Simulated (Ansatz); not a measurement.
Ansatz (a program for electronic structure) input (CCSD(T)/def2-SVPD):

Ansatz 0.2 input:
```yaml
crystal:
  periodic: [false, false, false]
  atoms:
    - {symbol: Hg, position_ang: [-0.00000000, -0.00000000, -0.17436175]}
    - {symbol: O, position_ang: [0.00000000, 0.00000000, 1.74361754]}
basis:
  gaussian:
    orbitals: def2-SVPD
magnetization: {spin_polarized: false}
correlation: {method: ccsd_t, electrons: outside_noble_gas}
output: {forces: true}
```

Output:

```
Functional definition: HF
integrals: 0.03 GiB planned
548 factors; integrals over basis functions are off by at most 9.9e-4 eV
mean field: 0.11 GiB planned
mean field evaluation 1: about -6174.8476 eV, gradient 5.3e1 eV
mean field evaluation 2: about -6174.8559 eV, gradient 5.3e1 eV
mean field evaluation 4: about -6181.3038 eV, gradient 5.2e0 eV
mean field evaluation 8: about -6181.5776 eV, gradient 2.3e-1 eV
mean field evaluation 16: about -6181.2948 eV, gradient 5.2e0 eV
mean field evaluation 32: about -6178.1294 eV, gradient 4.1e0 eV
mean field evaluation 64: about -6177.7203 eV, gradient 2.9e-4 eV
mean field -6181.57784905 eV, -227.1687959286 hartree, gradient 3.3e-6 eV, S^2 0.000000; 5 other end points of the search recorded, 0 dependent functions left out; unrestricted orbitals would lower it
mean field evaluation 96: about -6182.7728 eV, gradient 2.2e0 eV
mean field evaluation 128: about -6181.5778 eV, gradient 4.9e-2 eV
mean field evaluation 160: about -6182.8647 eV, gradient 3.4e-1 eV
mean field evaluation 192: about -6182.8682 eV, gradient 6.9e-1 eV
mean field evaluation 224: about -6176.1725 eV, gradient 3.7e0 eV
mean field evaluation 256: about -6182.5700 eV, gradient 1.5e0 eV
mean field evaluation 288: about -6181.4031 eV, gradient 7.0e-1 eV
mean field evaluation 320: about -6182.8611 eV, gradient 8.9e-1 eV
mean field evaluation 352: about -6181.4033 eV, gradient 9.5e-1 eV
determinant -6181.57784905 eV, -227.1687959286 hartree, with singles and doubles -6195.02359001 eV, -227.6629177950 hartree
determinant -6177.72031081 eV, -227.0270340130 hartree, with singles and doubles -6190.27031688 eV, -227.4882382293 hartree
unrestricted determinant -6182.87169461 eV, -227.2163438759 hartree, S^2 1.0170
5 core orbitals not correlated
reference -6181.57784905 eV, -227.1687959286 hartree; 9, 9 occupied and 44, 44 virtual orbitals, 548 factors
densities: 0.13 GiB planned
second order -13.99166963 eV of doubles, -0.00000000 eV of singles
coupled cluster: 0.11 GiB planned
cycle   1  -13.45094408 eV  change   -5.2e-3 eV  update   3.3e-3
cycle   2  -13.45254539 eV  change   -1.6e-3 eV  update   2.0e-3
cycle   3  -13.45137681 eV  change    1.2e-3 eV  update   1.5e-3
cycle   4  -13.45306914 eV  change   -1.7e-3 eV  update   4.3e-4
cycle   5  -13.45396618 eV  change   -9.0e-4 eV  update   2.7e-4
cycle   6  -13.45386500 eV  change    1.0e-4 eV  update   6.0e-5
cycle   7  -13.45394580 eV  change   -8.1e-5 eV  update   2.1e-5
cycle   8  -13.45396140 eV  change   -1.6e-5 eV  update   7.1e-6
cycle   9  -13.45394943 eV  change    1.2e-5 eV  update   3.0e-6
cycle  10  -13.45394914 eV  change    3.0e-7 eV  update   1.4e-6
coupled cluster: 0.11 GiB planned
perturbative correction -0.49568769 eV, -0.0182161864 hartree
the calculation of the forces begins
Total energy: -6195.52748587 eV, -227.6814356263 hartree
Atom 0 at    -0.000000    -0.000000    -0.174362 Å, force     0.000000    -0.000000    -0.810727 eV/Å
Atom 1 at     0.000000     0.000000     1.743618 Å, force    -0.000000    -0.000000     0.810727 eV/Å
Dipole moment:    -0.000000     0.000000    -1.013401 e Å
```
